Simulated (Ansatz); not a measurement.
Consider the redistribution: `C[SiH](Cl)[NH][AlH2]` + `BCC(C)C` → `CC(C)[CH2][AlH2]` + `BN[SiH](C)Cl`.

Gas-phase electronic energies from Ansatz, PBE0-D4/def2-TZVP geometries. CBS: MP2 limit from def2 TZ/QZ plus the TZ coupled-cluster correction, frozen cores. DFT in def2-TZVPP. Each species was taken in one conformer, which may not be the lowest.

`C[SiH](Cl)[NH][AlH2]`:

Cartesian coordinates in Å:
```
C 0.472 -2.016 -0.187
Si -0.574 -0.484 -0.245
Cl -2.413 -0.992 0.573
N 0.126 0.837 0.590
Al 0.202 2.554 0.102
H -0.016 -2.837 -0.716
H 1.444 -1.831 -0.650
H 0.636 -2.332 0.846
H -0.848 -0.030 -1.629
H 0.479 0.616 1.514
H 0.866 3.568 1.119
H -0.372 2.946 -1.316
```

`BCC(C)C`:

Z-matrix (Å, degrees):
```
C
C 1 1.526
B 1 1.548 2 118.5
H 1 1.109 2 109.9 3 -116.0
H 1 1.099 2 110.8 3 130.9
C 2 1.522 1 110.4 3 -67.2
C 2 1.521 1 111.8 3 168.9
H 2 1.098 1 107.6 3 50.2
H 3 1.199 1 120.3 2 167.9
H 3 1.200 1 121.4 2 -15.9
H 6 1.095 2 110.6 1 -61.9
H 6 1.093 2 111.5 1 178.3
H 6 1.094 2 111.3 1 57.9
H 7 1.095 2 110.6 1 61.2
H 7 1.093 2 111.4 1 -58.5
H 7 1.093 2 111.5 1 -179.1
```

`CC(C)[CH2][AlH2]`:

Cartesian coordinates in Å:
```
C 0.402 0.205 1.423
C 0.077 -0.553 0.143
C 1.225 -1.478 -0.239
C -0.269 0.421 -0.986
Al -1.834 1.558 -0.678
H 0.653 -0.474 2.242
H 1.257 0.872 1.269
H -0.445 0.815 1.756
H -0.804 -1.177 0.343
H 1.452 -2.189 0.561
H 2.132 -0.899 -0.440
H 0.990 -2.048 -1.141
H -0.450 -0.134 -1.920
H 0.600 1.056 -1.208
H -2.038 2.905 -1.500
H -2.948 1.119 0.372
```

`BN[SiH](C)Cl`:

```xyz
12

B    -1.629    0.246   -1.043
N    -1.271   -0.305    0.193
Si    0.309   -0.393    0.909
C     1.575    0.481   -0.114
Cl    0.835   -2.379    1.103
H    -0.784    0.739   -1.733
H    -2.774    0.223   -1.390
H    -2.019   -0.716    0.736
H     0.234    0.124    2.296
H     1.647    0.042   -1.110
H     2.550    0.398    0.372
H     1.328    1.540   -0.219
```

(1) Is it downhill or uphill in electronic energy at CCSD(T)/CBS, and by how much? (An estimate is asked.)

(2) What do these levels give: r2SCAN, CCSD/def2-TZVPP, CCSD(T)/def2-TZVPP, HF/CBS(def2), MP2/CBS(def2), CCSD/CBS(def2)? (An estimate is asked.)

Largest T1 diagnostic among the species: 0.011.

Answers

(1) Ansatz gave: Downhill: ΔE = -14.1 kJ/mol.

(2) Ansatz gave: r2SCAN -14.6, CCSD/def2-TZVPP -12.6, CCSD(T)/def2-TZVPP -14.8, HF/CBS(def2) -3.1, MP2/CBS(def2) -13.1, CCSD/CBS(def2) -11.9 kJ/mol.

In def2-TZVPP, CCSD(T) changes the Hartree–Fock value by −10.7 kJ/mol (the triples alone add −2.2 kJ/mol) and MP2 by −9.8 kJ/mol. From PBE to PBE0 (25 % exact exchange), in def2-TZVPP and without D4, ΔE moves by +3.1 kJ/mol.
